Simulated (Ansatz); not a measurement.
`[CH3][GeH]([F])[F]` + H₂O → `[OH][GeH]([F])[F]` + CH₄  (formal hydrolysis of a Ge–C bond)

Isolated molecules relaxed with PBE0-D4/def2-TZVP in Ansatz; ΔE leaves out vibrations. CBS: MP2 limit from def2 TZ/QZ plus the TZ coupled-cluster correction, frozen cores. This one scheme is used for every species. DFT in def2-TZVPP. HSE06 is defined as in plane-wave codes. For Ge outer-core shells are correlated without core-valence functions, which leaves a few kJ/mol of doubt a bond. Scalar relativity is left out up to krypton. One conformer a species, not always the lowest.

```tsv
level	ΔE (kcal/mol)	difference from CCSD(T)/CBS
revPBE-D4	-10.9	-0.3
r2SCAN0-D4	-12.3	-1.7
HSE06-D4	-10.9	-0.3
ωB97X-V	-12.5	-1.9
PBE0	-11.1	-0.5
BHLYP	-13.4	-2.8
HF/def2-SVP	-14.9	-4.3
HF/def2-TZVPP	-15.2	-4.6
HF/CBS(def2)	-15.2	-4.6
MP2/CBS(def2)	-10.7	-0.1
CCSD(T)/CBS	-10.6	0
```

Largest T1 diagnostic among the species: 0.012.

Leaving LDA and LC-ωPBE aside and taking each functional with its dispersion term where it has one, the values, not all of them listed here, spread over 2.9 kcal/mol, from B97M-V to PBE0-D4. At CCSD(T), def2-SVP lies −4.8 kcal/mol from the extrapolated value and def2-TZVPP −1.6 kcal/mol. In def2-TZVPP, CCSD(T) changes the Hartree–Fock value by +3.0 kcal/mol (the triples alone add +0.0 kcal/mol) and MP2 by +2.8 kcal/mol.
